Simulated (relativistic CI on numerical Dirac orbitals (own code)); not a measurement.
## Bi14+: computed level list

Calculated at this level of theory: Dirac-Coulomb-Breit CI, KLI orbitals optimised for each configuration, model QED (radiative potential, 1s self-energy scaled to tabulated hydrogen-like ionisation energies), unscaled Slater integrals (own radial code, finite nucleus).

CI space (outside the closed core [Kr] 4d10 4f14): 5s2 5p6 5d, 5s2 5p6 5f, 5s2 5p5 5d2, 5s2 5p6 6s, 5s2 5p6 6p, 5s2 5p6 5g, 5s 5p6 5d2, 5s2 5p5 5d 5f, 5s2 5p6 6d, 5s2 5p5 5d 5g, 5s 5p6 5d 5f, 5s2 5p6 7s, 5s2 5p5 5d 6s, 5p6 5d3, 5p5 5d4. Double excitations out of closed p, d and f shells are left out; levels of such configurations are missing from the list, as are those of other unlisted configurations, and high levels can miss mixing partners. Some configurations lack a partner that the ground configuration has and come out too high, among them 5s2 5p5 5d 5f, 5s2 5p5 5d 5g, 5s2 5p5 5d 6s.

The lowest level is 5s2 5p6 5d 2D_3/2, with 99 % of that term; Hund's rules for 5s2 5p6 5d give 2D with J = 3/2, in agreement.

```tsv
No.	Configuration	Term	J	E (eV)	%	Landé g	Lifetime (s)
1	5s2 5p6 5d	2D	3/2	0.000	99	0.798	
2	5s2 5p6 5d	2D	5/2	4.535	99	1.199	1.90e-03
3	5s2 5p6 6s	2S	1/2	62.749	100	2.001	2.89e-07
4	5s2 5p5 5d2	4D°	1/2	67.616	91	0.076	1.24e-08
5	5s2 5p5 5d2	4D°	3/2	67.870	58	1.043	1.25e-08
6	5s2 5p5 5d2	4F°	5/2	69.348	40	1.069	3.73e-09
7	5s2 5p5 5d2	4G°	7/2	70.451	39	1.036	5.03e-09
8	5s2 5p5 5d2	4D°	5/2	71.565	39	1.282	1.10e-08
9	5s2 5p5 5d2	4D°	7/2	72.810	54	1.309	1.69e-08
10	5s2 5p5 5d2	4G°	9/2	72.940	72	1.187	4.78e-03
11	5s2 5p5 5d2	4P°	3/2	73.132	41	1.432	7.59e-10
12	5s2 5p5 5d2	2D°	3/2	74.025	43	1.030	3.84e-10
13	5s2 5p5 5d2	4P°	5/2	74.087	43	1.237	4.75e-09
14	5s2 5p5 5d2	4G°	11/2	74.334	68	1.215	3.89e-02
15	5s2 5p5 5d2	2G°	7/2	75.400	47	1.052	5.44e-09
16	5s2 5p5 5d2	4P°	1/2	76.176	37	1.650	3.28e-09
17	5s2 5p5 5d2	2F°	7/2	77.097	46	1.177	2.01e-09
18	5s2 5p5 5d2	2D°	5/2	77.257	40	1.144	3.24e-10
19	5s2 5p5 5d2	4F°	9/2	77.968	47	1.203	1.45e-03
20	5s2 5p5 5d2	2D°	3/2	78.121	32	1.290	1.14e-09
21	5s2 5p5 5d2	2H°	11/2	78.281	68	1.147	1.43e-03
22	5s2 5p5 5d2	2D°	5/2	78.873	34	1.124	2.61e-10
23	5s2 5p5 5d2	4D°	7/2	79.036	36	1.225	6.27e-10
24	5s2 5p5 5d2	2F°	5/2	79.547	26	1.015	9.83e-11
25	5s2 5p6 6p	2P°	1/2	80.697	72	0.818	2.60e-11
26	5s2 5p5 5d2	2G°	9/2	80.758	60	1.089	6.42e-04
27	5s2 5p5 5d2	2P°	1/2	81.584	45	1.086	2.71e-11
28	5s2 5p5 5d2	2D°	3/2	83.066	36	0.844	6.41e-12
29	5s2 5p5 5d2	2F°	7/2	84.031	39	1.168	8.18e-09
30	5s2 5p5 5d2	2P°	3/2	86.369	66	1.253	4.17e-10
31	5s2 5p5 5d2	2P°	1/2	87.747	50	0.662	3.04e-12
32	5s2 5p5 5d2	2P°	3/2	90.084	33	1.408	9.99e-12
33	5s2 5p5 5d2	4D°	5/2	90.269	28	1.143	4.03e-12
34	5s2 5p6 6p	2P°	3/2	90.983	87	1.345	4.21e-12
35	5s2 5p6 5f	2F°	7/2	91.087	49	1.096	3.69e-12
36	5s2 5p6 5f	2F°	5/2	91.624	36	0.811	2.80e-12
37	5s2 5p5 5d2	4G°	7/2	102.655	45	1.025	1.64e-09
38	5s2 5p5 5d2	4G°	5/2	102.849	37	0.809	1.84e-12
39	5s2 5p5 5d2	2F°	5/2	103.791	43	1.050	3.68e-12
40	5s2 5p5 5d2	4D°	3/2	104.072	39	1.094	1.18e-10
41	5s2 5p5 5d2	4P°	1/2	104.502	39	1.670	1.73e-09
42	5s2 5p5 5d2	2G°	9/2	104.947	40	1.071	4.24e-06
43	5s2 5p5 5d2	4D°	7/2	107.812	38	1.237	4.43e-11
44	5s2 5p5 5d2	2P°	1/2	109.343	59	0.693	1.39e-12
45	5s2 5p5 5d2	2P°	3/2	109.518	27	1.320	6.77e-11
```

Energies count from the lowest computed level; ° marks odd parity; lifetimes are radiative, by E1, M1, E2, M2, E3 decay to levels of this space only.

The mean weight of the leading LS term, summed over parents, in these 45 levels is 50 %, and that of the leading jj configuration (from the same eigenvectors) 80 %, so jj coupling describes them better and the LS labels are nominal.

At this charge transitions that keep the count of f electrons are usually good to a few per cent. Terms inside the open d or f shell come out 10 to 20 % too wide with unscaled integrals. Levels and lines within the n = 5 or 6 shells can be off by up to 10 % or somewhat more, and those that change n by about 2 %, since core polarisation is missing. Levels that differ in their count of f electrons can be misplaced by several ten thousand cm⁻¹, since the correlation energy of f electrons is missing or only estimated; rates across such gaps can be off by orders of magnitude.

LS names give the leading component of a level, which can be under half, so a name can repeat, a term be missing and a line seem to break the LS rules.
